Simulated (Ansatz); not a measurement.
Gas-phase electronic energies from Ansatz, PBE0-D4/def2-TZVP geometries. CBS: MP2 limit from def2 TZ/QZ plus the TZ coupled-cluster correction, frozen cores. This one scheme is used for every species. Functionals use def2-TZVPP. HSE06 is defined as in plane-wave codes. For Br, Ge outer-core shells are correlated without core-valence functions, which leaves a few kJ/mol of doubt a bond. Scalar relativity is left out up to krypton. One conformer a species, not always the lowest.

Consider the substitution at a C–C bond: `O=C[CH](Cl)[GeH3]` + HBr → `Cl[CH]([GeH3])Br` + `C=O`.

CCSD(T)/CBS gives +54.7 kJ/mol.

Problem. Another level gave +56.7 kJ/mol. Which?
A. SCS-MP2/def2-TZVPP
B. CCSD(T)/def2-TZVPP
C. LDA (SPW92)/def2-TZVPP
D. HSE06/def2-TZVPP

Solution. B. CCSD(T)/def2-TZVPP 56.7, HSE06 62.4, SCS-MP2/def2-TZVPP 51.9, LDA (SPW92) 75.5 kJ/mol.

Largest T1 diagnostic among the species: 0.015.

At CCSD(T), def2-SVP lies +14.6 kJ/mol from the extrapolated value and def2-TZVPP +2.0 kJ/mol. From BLYP to BHLYP (50 % exact exchange), in def2-TZVPP and without D4, ΔE moves by +7.1 kJ/mol. Leaving LDA and LC-ωPBE aside and taking each functional with its dispersion term where it has one, the values, not all of them listed here, spread over 11.2 kJ/mol, from BLYP-D4 to B97M-V. LDA lies +15.4 kJ/mol from PBE without D4.

CCSD(T)/CBS has its own doubt, a few kJ/mol and more with outer-core shells, so smaller differences from it don't rank the levels.
